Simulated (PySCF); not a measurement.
Al(Me)(OH)2 (CH5AlO2), SMILES [CH3][Al]([OH])[OH]. Atoms are numbered in the order given.

```xyz
9

Al     0.0472    -0.0049     0.0000
C     -1.8884    -0.0011     0.0000
H     -2.2674     1.0355     0.0000
H     -2.2971    -0.4970    -0.8947
H     -2.2971    -0.4970     0.8947
O      0.8719    -0.0003    -1.4933
H      1.8137     0.0163    -1.6664
O      0.8719    -0.0003     1.4933
H      1.8137     0.0163     1.6664
```

Geometry: ωB97X-D3(BJ)/def2-SVP. The isomer is the one that the SMILES or the coordinates give; other isomers of the formula were not compared. Other conformers were not sampled.

Two levels are set side by side: PBE/pcSseg-1 (PySCF) and B3LYP/pcSseg-1 (PySCF). GIAO shifts against H2O (¹⁷O), TMS (¹H), TMS (¹³C) at the same level; non-relativistic, no solvent, atoms listed together averaged. Differences are taken from unrounded values.

```
quantity                B3LYP
----------------------  -----
δ(¹³C) of C2 (ppm)      -19.2
δ(¹⁷O) of O6, O8 (ppm)   35.8
δ(¹H) of H7, H9 (ppm)    1.80
```

Problem. What does PBE give, and how far is it from B3LYP? (The exact figures need the calculation; the answer reports its results.)

Solution. 
```csv
quantity,PBE,PBE minus B3LYP
δ(¹³C) of C2 (ppm),-19.7,-0.5
"δ(¹⁷O) of O6, O8 (ppm)",44.4,8.5
"δ(¹H) of H7, H9 (ppm)",1.80,0.01
```

Rough cost on one machine, each run with all the roots and properties that it gave: B3LYP against PBE within a factor of 2.
